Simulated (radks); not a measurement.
The gold ion Au+, configuration [Xe] 4f14 5d10. Method: scalar-relativistic Kohn-Sham, Slater X-alpha with alpha = 0.98, spin-polarised, spherical densities, finite nucleus; Fermi nuclear charge, rms radius 5.4371 fm; computed with a radial shooting solver on a logarithmic mesh with Libxc functionals.

Normalised radial functions P(r) = r R(r), r in bohr:

r              5s
0.000971   0.0822
0.001295   0.1009
0.001727   0.1226
0.002285   0.1461
0.003048   0.1714
0.004065   0.1954
0.005379   0.2134
0.007175   0.2195
0.009569   0.2037
0.01266    0.1567
0.01689    0.0671
0.02252   -0.0635
0.0298    -0.2085
0.03975   -0.3219
0.05301   -0.3164
0.07014   -0.1332
0.09355    0.2005
0.1248     0.4664
0.1651     0.3716
0.2202    -0.1502
0.2914    -0.6495
0.3886    -0.5312
0.5183     0.2807
0.6858     1.0654
0.9146     1.2249
1.22       0.8069
1.614      0.3399
2.153      0.0850
2.871      0.0117
3.799      0.0008
5.067      0.0000

5s: eigenvalue -123.65 eV, 4 radial nodes at r = 0.0198, 0.0794, 0.205, 0.476 bohr, <r> = 0.916 bohr, 90 % of the charge inside 1.31 bohr.
